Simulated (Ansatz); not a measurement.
`C=C[SiH](N)Cl` + HBr → `C=C[SiH](Cl)Br` + NH₃ at 500 K and 1 bar (ligand exchange at the Si–N bond).

Calculated with Ansatz (gas phase, PBE0-D4/def2-TZVP geometries, no zero-point term in ΔE). CCSD(T)/CBS adds triple-zeta CCSD(T) − MP2 to the extrapolated MP2 energy (def2 sets, frozen cores). This one scheme is used for every species. For Br outer-core shells are correlated without core-valence functions, which leaves a few kJ/mol of doubt a bond. Scalar relativity is left out up to krypton. One conformer a species, not always the lowest.

| species | CCSD(T)/CBS energy (Eh) | H − E (kJ/mol) | S (J/(mol·K)) |
| --- | --- | --- | --- |
| `C=C[SiH](N)Cl` | -883.34911 | 258.0 | 417.2 |
| HBr | -2573.91920 | 30.5 | 213.7 |
| `C=C[SiH](Cl)Br` | -3400.77233 | 187.9 | 423.9 |
| NH₃ | -56.50880 | 108.2 | 211.8 |

H − E and S are ideal-gas, rigid-rotor, harmonic terms from PBE0-D4/def2-TZVP, for one conformer and one mirror image of each species. 1 Eh = 2625.50 kJ/mol, R = 8.31446 J/(mol·K).

**Question.** By hand: ΔE, ΔH, ΔS and ΔG.

**Answer.** ΔE = (-3400.77233) + (-56.50880) − (-883.34911) − (-2573.91920) = -0.01282 Eh = -33.7 kJ/mol. Δ(H − E) = 187.9 + 108.2 − 258.0 − 30.5 = 7.6, so ΔH = -26.1 kJ/mol. ΔS = 423.9 + 211.8 − 417.2 − 213.7 = 4.8 J/(mol·K). ΔG = -26.1 − 500 × (4.8)/1000 = -28.5 kJ/mol.

**Question.** By hand: the equilibrium constant, and the temperature at which ΔG would vanish if ΔH and ΔS stayed fixed.

**Answer.** log₁₀ K = −ΔG/(RT ln 10) = 3.0. ΔH and −TΔS have one sign here, so there is no such temperature.

The number of gas molecules stays the same, so ΔS is small and ΔH decides. A doubt of 5 kJ/mol in ΔE shifts log₁₀ K by 0.5 here. Other conformers and mirror images would add mixing entropy, several J/(mol·K) or more a flexible species. These are equilibria of isolated gas molecules and say nothing of rates. Largest T1 diagnostic: 0.010 (customary marks: 0.02 for closed shells, 0.045 for open ones).

ΔS is within the doubt of such terms, so its sign, and with it that verdict, could turn.
